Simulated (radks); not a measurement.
Co+, 26 electrons, occupied as [Ar] 3d8. Calculated with a radial shooting solver on a logarithmic mesh with Libxc functionals: scalar-relativistic Kohn-Sham, TASK exchange with Perdew-Wang LDA correlation, spin-polarised, spherical densities, finite nucleus; open shells are filled with parallel spins first; meta-GGA in the generalised Kohn-Sham scheme; Fermi nuclear charge, rms radius 3.7875 fm.

Unscreened Slater integrals over Kohn-Sham orbitals (eV). They are taken over the spin-up orbitals.

| integral | value |
|---|---|
| F0(3d,3d) | 23.656 |
| F2(3d,3d) | 10.639 |
| F4(3d,3d) | 6.5636 |
| F0(3d,3p) | 26.305 |
| F2(3d,3p) | 12.168 |
| G1(3d,3p) | 15.121 |
| G3(3d,3p) | 9.0787 |
| F0(3d,3s) | 26.911 |
| G2(3d,3s) | 11.396 |
| F0(3p,3p) | 29.778 |
| F2(3p,3p) | 14.819 |
| F0(3p,3s) | 30.538 |
| G1(3p,3s) | 20.177 |
| F0(3s,3s) | 31.369 |

Derived for the open shells (J is the average intra-shell exchange parameter used in DFT+U). 3d: Racah B = F2/49 - 5 F4/441 = 0.1427 eV, C = 35 F4/441 = 0.5209 eV, C/B = 3.65, F4/F2 = 0.617, J = (F2 + F4)/14 = 1.229 eV.
